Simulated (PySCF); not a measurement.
Species: C2H5O4S (doublet state).
Cartesian coordinates in Å at the GFN2-xTB level; atoms count from 1:
```xyz
12
C2H5O4S angstrom
C      1.9136   -0.4022    0.3656
S      0.4008    0.4853   -0.0254
O      0.4764    1.1014   -1.3096
O      0.0072    1.3105    1.0844
O     -0.6288   -0.8095   -0.0503
C     -1.9633   -0.5764   -0.1434
O     -2.5087    0.4472    0.5430
H      1.7725   -0.8578    1.3347
H      2.0592   -1.1430   -0.4071
H      2.7233    0.3149    0.3806
H     -2.4285   -0.7709   -1.1029
H     -1.8225    0.9000    1.0693
```

The hyperfine couplings belong to this conformer and change with its torsions.

The species is `CS(=O)(=O)O[CH]O` [radical].

The calculation used UKS B3LYP, pcH-1 on C H O S, non-relativistic, mean-field spin-orbit, GIAO (PySCF). One conformer (not necessarily the lowest) at the GFN2-xTB geometry, without solvent, vibrations or thermal averaging. A GFN2-xTB geometry isn't a minimum of the functional, and hyperfine couplings can be far from their values at a DFT geometry. The SCF solution wasn't tested for stability.

Question: Predict the first-order ENDOR lines of H11 and H12 under fast tumbling at B = 349.6 mT (X band).

Answer: ν± = |νn ± a/2|, one line for each electron-spin manifold; νn = |g_N| × 7.62259 MHz/T × B.

```tsv
nuclei	isotope	g_N	νn (MHz)	a_iso (MHz)	lower line (MHz)	upper line (MHz)
H11	1H	5.5857	14.89	23.98	2.90	26.87
H12	1H	5.5857	14.89	-9.27	10.25	19.52
```

Question: Which pairs are centred on the nuclear Larmor frequency, and which on half the coupling?

Answer: Centred on νn, since |a| < 2νn: H11 and H12. No pair has |a| > 2νn.

Question: At what field would the lower line of H12 fall to zero frequency?

Answer: Where νn = |a|/2, that is B = 4.64 MHz/(5.5857 × 7.62259 MHz/T) = 109 mT, as far as first order holds there.
